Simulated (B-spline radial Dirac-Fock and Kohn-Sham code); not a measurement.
# Er²⁺: input and output of one calculation

ΔSCF core binding energies without Breit or QED terms, calculated with a B-spline atomic structure program. Keys: rel is the Hamiltonian (dirac, or spin-free x2c and nr, where L3 and M5 stand for the whole 2p and 3d shells), method is hf or an exchange,correlation pair (spin-unpolarised, also for the hole states), nuc the nuclear model, radius_factor scales its radius, rmax is the box in bohr, h the logarithmic mesh step, order the B-spline order, points the quadrature points per cell, c_factor scales the speed of light, and damp, ndamp, maxit and tol steer the iteration. The run stops when the commutator error falls below 10·tol·max(1, Z/10), or the numerical noise floor, and the energy has settled to about 1e-8 Ha; the virial ratio is −V/T.

Input (task.json):

```json
{"items": [{"Z": 68, "q": 2, "cfg": [[1, 0, 2], [2, 0, 2], [2, 1, 6], [3, 0, 2], [3, 1, 6], [3, 2, 10], [4, 0, 2], [4, 1, 6], [4, 2, 10], [4, 3, 12], [5, 0, 2], [5, 1, 6]], "A": 166, "rrms": 5.2516, "do": "settings", "holes": ["K", "L3", "M5"],
  "settings": [{"rel": "dirac", "method": "hf", "nuc": "fermi", "radius_factor": 1.0, "rmax": 45.0, "h": 0.9, "order": 8, "points": 10, "c_factor": 1.0, "maxit": 70, "damp": 0.5, "ndamp": 3, "tol": 1e-08}]}]}
```

Command: `python xray2_run.py task.json out`

Ground-state iterations:

```
iter   energy (Ha)        error
   1   -12846.17988594  4.59e+00
   2   -12860.25591817  2.40e+00
   3   -12871.72292359  4.37e-01
   4   -12872.09559682  8.38e-02
   5   -12872.11661393  4.85e-02
   6   -12872.12133101  5.98e-03
   7   -12872.12137080  4.62e-04
   8   -12872.12137284  6.72e-05
   9   -12872.12137288  4.61e-06
  10   -12872.12137288  3.15e-07
```

The ground state converged in 10 iterations, with total energy -12872.12137 Ha, virial ratio 1.88569 and highest orbital energy -42.19 eV. ΔSCF binding energies: K (1s) 57942.4 eV, L3 (2p3/2) 8492.0 eV, M5 (3d5/2) 1575.8 eV.

Q: One setting is unsound. Which, and why?

A: h is too large to resolve the orbitals. With the default settings (Dirac Hartree-Fock): The ground state converged in 11 iterations, with total energy -13091.64195 Ha, virial ratio 1.90635 and highest orbital energy -26.91 eV. ΔSCF binding energies: K (1s) 57761.5 eV, L3 (2p3/2) 8393.4 eV, M5 (3d5/2) 1427.4 eV.
